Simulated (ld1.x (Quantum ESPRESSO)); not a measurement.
**zirconium (Zr) RRKJ: all-electron and pseudo phase curves**

| Property | Result |
| --- | --- |
| Element | zirconium |
| Generator | ld1.x (Quantum ESPRESSO) 7.5 |
| Type | norm-conserving RRKJ (Kleinman–Bylander form) |
| Functional | LDA (PZ) |
| Relativity | fully relativistic |
| Frozen core | [Ar] 3d10 4s2 |
| Valence charge | 10 |
| Reference configuration | 4p6 4d2 5s1 5p0 (charge +1) |
| Partial waves | 4p (bound): rc 1.75 bohr; 4d (bound): rc 1.85 bohr; 5s (bound): rc 3.10 bohr |
| Local potential | the s channel |
| Core correction | none |
| rho0 | 0.02 |

Open shells are filled in proportion to 2j + 1 (rel_dist='average').

The phase is arctan(r·u′/u) with u = r·R(r), unwrapped; energies in Ry, scanned from -5 to 5 Ry. A pole is an energy at which the radial function vanishes at the test radius. The pseudo phase is shifted by a multiple of π to meet the all-electron one at the reference energy, and phase errors are pseudo minus all-electron; the curves can meet again beyond the range given. Levels narrower than the energy grid can be missing from the lists of poles.

Question: For each channel, where are the poles, and over which energies does the pseudopotential scatter like the atom?

Answer:

| channel | radius (bohr) | reference energy (Ry) | poles, all-electron | poles, pseudo | unbroken range about the reference energy with phases within 0.05 rad | phase error 1 Ry above the reference energy (rad) |
| --- | --- | --- | --- | --- | --- | --- |
| s | 3.34 | -0.75 | -4.49, 0.50 | 0.42, 3.71 | -4.5 to 1.1 | -0.013 |
| p1/2 | 3.34 | -2.97 | -2.95, 1.29 | -2.95, 2.41 | below -1.2 | +0.011 |
| p3/2 | 3.34 | -2.84 | -2.81, 1.38 | -2.81, 2.49 | below -1.2 | +0.013 |
| d3/2 | 3.34 | -0.76 | -0.51, 3.00 | -0.51, 4.20 | below 0.2 | +0.058 |
| d5/2 | 3.34 | -0.74 | -0.50, 3.02 | -0.49, 4.22 | below 0.2 | +0.057 |

Phases in the p3/2 channel:

| E (Ry) | all-electron | pseudo |
| --- | --- | --- |
| -5.00 | 1.421 | 1.421 |
| -4.48 | 1.409 | 1.410 |
| -3.96 | 1.394 | 1.395 |
| -3.44 | 1.370 | 1.371 |
| -2.92 | 1.177 | 1.183 |
| -2.40 | -1.782 | -1.777 |
| -1.88 | -1.840 | -1.829 |
| -1.36 | -1.930 | -1.899 |
| -0.84 | -2.149 | -2.037 |
| -0.32 | -3.124 | -2.433 |
| 0.20 | -4.316 | -3.680 |
| 0.72 | -4.584 | -4.352 |
| 1.24 | -4.692 | -4.549 |
| 1.76 | -4.761 | -4.639 |
| 2.28 | -4.826 | -4.695 |
| 2.80 | -4.912 | -4.737 |
| 3.32 | -5.091 | -4.775 |
| 3.84 | -5.882 | -4.815 |
| 4.36 | -7.335 | -4.869 |
| 4.88 | -7.629 | -4.957 |
